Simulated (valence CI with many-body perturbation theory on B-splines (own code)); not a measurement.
The numbers below are computed, except where a source is named.
## Pr XLVI: magnetic and hyperfine properties of the levels

Method: relativistic CI+MBPT: four valence electrons over a frozen Dirac-Fock core [Ne], radial functions for each j: 11 s, 11 p, 9 d, 7 f, 5 g, 2 h, 1 i, with the one-electron correlation potential Σ1, the two-electron term Σ2, the three-electron term Σ3, Breit, model QED; selected CI, second order for the rest (own B-spline code, finite nucleus).

No measured spectrum was set against this ion. As an estimate, large intervals hold to a few tenths of a per cent, small ones and those within an open d or f shell to about a per cent.

A/g_I is the dipole constant over the nuclear g factor μ/I (μ in nuclear magnetons, uniformly magnetised nucleus), B/Q the quadrupole constant per barn. Both hold the static response of the core; the bare values leave it out. Large factors of s and p1/2 electrons are usually good to 5 to 10 %; those of open d and f shells near neutrality can be off by tens of per cent, and small factors of p3/2, d and f electrons come from cancelling terms and can be off by a factor of two or in sign, in half-filled shells by more. B is blank for J = 1/2, where it vanishes, and for nearly pure S terms. Energies count from the lowest level. Levels with J = 0 are left out.

Levels are named by their leading jj configuration (3d3/2^4 stands for four electrons in 3d with j = 3/2), which in mixed levels can hold well under half, so a name can repeat and another be missing. Letters in brackets count levels of one name in rising energy.

| Level | E (× 10³ cm⁻¹) | g | A/g_I (MHz) | A/g_I bare | B/Q (MHz/b) | B/Q bare |
| --- | --- | --- | --- | --- | --- | --- |
| (3s^2 3p1/2 3p3/2) J=1 | 924.77 | 1.494 | -45300 | -41900 | 93400 | 91900 |
| (3s^2 3p1/2 3p3/2) J=2 | 982.58 | 1.180 | 239000 | 235000 | 159000 | 157000 |
| (3s 3p1/2^2 3p3/2) J=2 | 1871.3 | 1.582 | 568000 | 557000 | 159000 | 156000 |
| (3s^2 3p3/2^2) J=2 | 1949.3 | 1.304 | 101000 | 100000 | 27500 | 27100 |
| (3s 3p1/2^2 3p3/2) J=1 | 2048.7 | 1.000 | -346000 | -335000 | 117000 | 115000 |
| (3s^2 3p1/2 3d3/2) J=2 | 2255.7 | 0.762 | 203000 | 200000 | 33800 | 34900 |
| (3s^2 3p1/2 3d3/2) J=1 | 2502.4 | 0.884 | -148000 | -141000 | 23200 | 23600 |
| (3s^2 3p1/2 3d5/2) J=2 | 2555.0 | 1.367 | 36400 | 37900 | 8600 | 9720 |
| (3s^2 3p1/2 3d5/2) J=3 | 2577.0 | 1.136 | 155000 | 154000 | 7410 | 9190 |
| (3s 3p1/2 3p3/2^2) J=2 [a] | 2808.5 | 1.418 | 282000 | 278000 | 87000 | 85800 |
| (3s 3p1/2 3p3/2^2) J=3 | 2885.1 | 1.291 | 468000 | 459000 | 31700 | 31400 |
| (3s 3p1/2 3p3/2^2) J=1 [a] | 3028.6 | 1.262 | 506000 | 496000 | -144000 | -142000 |
| (3s 3p1/2 3p3/2^2) J=2 [b] | 3048.6 | 1.096 | 73700 | 74300 | -18700 | -18300 |
| (3s 3p1/2 3p3/2^2) J=1 [b] | 3111.2 | 1.373 | 233000 | 230000 | 80400 | 79100 |
| (3s 3p1/2^2 3d3/2) J=1 | 3223.1 | 0.391 | -437000 | -425000 | 13900 | 14500 |
| (3s 3p1/2^2 3d3/2) J=2 | 3261.9 | 1.167 | 498000 | 488000 | 28400 | 29300 |
| (3s^2 3p3/2 3d3/2) J=3 | 3412.5 | 1.123 | 90000 | 90400 | 169000 | 168000 |
| (3s^2 3p3/2 3d3/2) J=2 | 3415.5 | 1.060 | 32500 | 34200 | -21500 | -21100 |
| (3s^2 3p3/2 3d3/2) J=1 | 3421.8 | 1.137 | 108000 | 108000 | -85300 | -84500 |
| (3s^2 3p3/2 3d5/2) J=4 | 3483.7 | 1.243 | 49600 | 50500 | 229000 | 227000 |
| (3s^2 3p3/2 3d5/2) J=2 | 3510.0 | 1.279 | 87400 | 87600 | -126000 | -124000 |
| (3s 3p1/2^2 3d5/2) J=3 | 3521.9 | 1.368 | 347000 | 341000 | 27500 | 29000 |
| (3s 3p1/2^2 3d5/2) J=2 | 3602.5 | 1.035 | -249000 | -240000 | -3550 | -1760 |
| (3s^2 3p3/2 3d5/2) J=3 | 3701.8 | 1.169 | 59900 | 60300 | 29200 | 30200 |
| (3s^2 3p3/2 3d5/2) J=1 | 3747.0 | 1.100 | -25200 | -22500 | 26000 | 26200 |
| (3s 3p1/2 3p3/2 3d3/2) J=2 [a] | 3978.8 | 1.169 | 122000 | 122000 | 27400 | 27200 |
| (3s 3p3/2^3) J=2 | 4001.8 | 1.376 | 545000 | 534000 | -178000 | -175000 |
| (3s 3p1/2 3p3/2 3d3/2) J=1 [a] | 4051.3 | 1.188 | 252000 | 249000 | -88400 | -87600 |
| (3s 3p1/2 3p3/2 3d3/2) J=3 [a] | 4079.3 | 1.163 | 324000 | 318000 | 20800 | 21000 |
| (3s 3p1/2 3p3/2 3d3/2) J=2 [b] | 4084.4 | 1.178 | 192000 | 190000 | -39800 | -39400 |
| (3s 3p1/2 3p3/2 3d3/2) J=4 | 4169.2 | 1.208 | 376000 | 369000 | 108000 | 108000 |
| (3s 3p3/2^3) J=1 | 4182.2 | 1.192 | -377000 | -363000 | -56900 | -55900 |
| (3s 3p1/2 3p3/2 3d5/2) J=4 [a] | 4256.7 | 1.394 | 222000 | 220000 | 225000 | 223000 |
| (3s 3p1/2 3p3/2 3d3/2) J=2 [c] | 4258.5 | 0.896 | 174000 | 172000 | -56500 | -55100 |

Q: Take the isotope of mass number 141, with I = 5/2, μ = 4.266 μN and Q = -0.0589 b. What is the hyperfine structure of (3s^2 3p1/2 3d3/2) J=2?

A: From the table A = 346000 MHz, B = -1990 MHz. Shifts from the centre of gravity in MHz: F = 1/2: -2420000, F = 3/2: -1900000, F = 5/2: -1040000, F = 7/2: 174000, F = 9/2: 1730000.
